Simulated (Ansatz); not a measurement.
Input for Ansatz (a quantum-chemistry and plane-wave program): R-wB97X-V/def2-TZVPPD on HBr (SMILES Br) with ghost functions, monomers drawn apart or pushed together. Files ending in .json are basis or fitting sets from the Basis Set Exchange.

Ansatz 0.2 input:
```yaml
crystal:
  periodic: [false, false, false]
  atoms:
    - {symbol: Br, position_ang: [0.03478002, -0.31318779, 4.17932578]}
    - {symbol: H, position_ang: [0.03771456, -0.06720678, 2.77128167]}
basis:
  gaussian:
    orbitals: def2-TZVPPD.json
    ghost_atoms:
      - {symbol: C, position_ang: [0.04178921, 0.29991577, 0.66764628]}
      - {symbol: O, position_ang: [0.04410533, 0.49336441, -0.43862246]}
hamiltonian:
  xc: {name: wB97X-V}
scf: {lower_state_search: off}
```

Program output:

```
WARN ansatz: RAYON_NUM_THREADS=1 ignored (pool sized by the plan → 1); use --threads N
Functional definition: wB97X-V
these checks for a lower state are left out or cut short: stability, starts, cluster_reference, orbital_swaps, neighbouring_geometries, increment
integrals: 0.08 GiB planned
853 factors; their error is unknown
integrals: 0.11 GiB planned
197 factors; integrals over basis functions are off by at most 7.1e-5 eV
mean field: 0.66 GiB planned
mean field evaluation 1: about -70055.8479 eV, gradient 8.9e0 eV
mean field evaluation 2: about -70056.0626 eV, gradient 4.1e0 eV
mean field evaluation 4: about -70056.1080 eV, gradient 3.4e-1 eV
mean field evaluation 8: about -70056.3201 eV, gradient 3.3e-2 eV
mean field evaluation 16: about -70056.3201 eV, gradient 1.8e-6 eV
mean field -70056.32013319 eV, -2574.5222790153 hartree, gradient 1.8e-6 eV, S^2 0.000000; 0 other end points of the search recorded, 0 dependent functions left out
reference -70056.32013136 eV, -2574.5222789481 hartree; 18, 18 occupied and 133, 133 virtual orbitals, 853 factors
Total energy: -70056.32013136 eV, -2574.5222789481 hartree
Checks for a lower state left out: stability, starts, cluster_reference, orbital_swaps, neighbouring_geometries, increment
```

Self-consistency was reached.

Cost: around 2.3 core-seconds (rough).
